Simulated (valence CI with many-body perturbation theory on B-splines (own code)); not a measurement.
Results of a calculation; reference values are marked as such.
Rh XXV: what each term of the Hamiltonian does

Method: valence CI with perturbative core correlation (CI+MBPT): three valence electrons over a frozen Dirac-Fock core [Ar], radial functions for each j: 9 s, 9 p, 10 d, 8 f, 5 g, 3 h, 1 i, with the one-electron correlation potential Σ1 (screened to all orders), the two-electron term Σ2, the three-electron term Σ3, Breit, model QED; selected single and double excitations, second order for the rest (own B-spline code, finite nucleus).

No measured spectrum was set against this ion. As an estimate, terms of the open shell hold to 2 to 4 % of their energy, and close levels can change places. Only levels of the ground parity were solved; by the run's estimate the other parity begins above the list, which can be wrong where configurations are misplaced.

Each rung adds one term. CI alone is the Dirac-Coulomb CI over the frozen core; QED comes last and gives the full result, which names the levels. Energies are above 3d³ ⁴F_3/2 on the same rung, in cm⁻¹.

Names give the largest LS component (configuration and term), which can be under half, so a name can repeat, a term be missing and a line seem to break the LS rules; names also repeat where a configuration has a term twice. Letters in brackets count levels of one name in rising energy.

```csv
Level,CI alone,Σ1,Σ2,Σ3,Breit,QED,Full
3d³ ⁴F_5/2,27533,+364,+757,+128,-1733,+114,27163
3d³ ⁴F_7/2,50772,+562,+843,+100,-3361,+170,49087
3d³ ⁴F_9/2,67111,+593,+606,-119,-4325,+173,64040
3d³ ⁴P_3/2,73487,+297,-3606,+654,-833,+69,70068
3d³ ⁴P_1/2,84740,+420,-4011,+718,-1528,+105,80445
3d³ ²G_7/2,107942,+728,-196,-648,-3500,+201,104527
3d³ ²H_9/2,112268,+777,+404,+8.2,-4521,+216,109152
3d³ ⁴P_5/2,119629,+771,-3339,+74,-2957,+210,114387
3d³ ²D_3/2 [a],133450,+871,-2703,-476,-2790,+237,128589
3d³ ²P_1/2,141337,+916,-3700,+1558,-3246,+247,137114
3d³ ²H_11/2,151935,+955,+268,+108,-5993,+254,147526
3d³ ²D_5/2 [a],165364,+1045,-3186,-1298,-4150,+278,158054
3d³ ²G_9/2,171453,+1316,+605,-413,-6082,+371,167249
3d³ ²P_3/2,191390,+1365,-2700,+838,-4824,+381,186451
3d³ ²F_5/2,197974,+850,-6027,+504,-2374,+194,191122
3d³ ²F_7/2,200393,+971,-5520,+553,-4289,+235,192343
3d³ ²D_3/2 [b],293999,+1238,-7724,-73,-3060,+275,284654
3d³ ²D_5/2 [b],295085,+1364,-6086,+4.9,-3977,+324,286714
```

The middle columns are the shifts that each term adds.

Q: How does the ionisation energy move along the ladder, and which term matters most?

A: CI alone 1194.7, + Σ1 1197.2, + Σ2 1202.2, + Σ3 1202.3, + Breit 1201.8, + QED 1201.8 eV. The largest step is Σ2, 5.0 eV. NIST lists 1202 ± 4 eV (theoretical).
